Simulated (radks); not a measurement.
Fractional charge and spin in the 1s shell of helium: the spin-up occupation runs from 0 to 1 and the spin-down occupation from 0 to 1; the fullest corner is He, 1s(up 1, down 1). Calculated with a radial shooting solver on a logarithmic mesh with Libxc functionals: non-relativistic Kohn-Sham, PBE, spin-polarised, spherical densities, point nucleus. Energy (eV) minus the two flat planes that join the four corners (they meet along the diagonal where the two added fractions sum to one electron); zero is where a piecewise linear energy would lie.

| down \ up | 0 | 0.5 | 1 |
|---|---|---|---|
| 0 | 0.000 | -2.864 | 0.000 |
| 0.5 | -2.864 | 2.496 | -2.069 |
| 1 | 0.000 | -2.069 | 0.000 |

Corners above the fullest one (they belong to He+ and the next ion): (up 1, down 0) 24.467 eV, (up 0, down 1) 24.467 eV, (up 0, down 0) 78.721 eV. With half an added electron in each spin the energy lies 2.496 eV from the planes (fractional-spin error, the static-correlation error of a stretched bond), and with half an added electron in spin up alone -2.864 eV (fractional-charge error). For a frontier s shell over closed shells the exact functional lies on the planes.
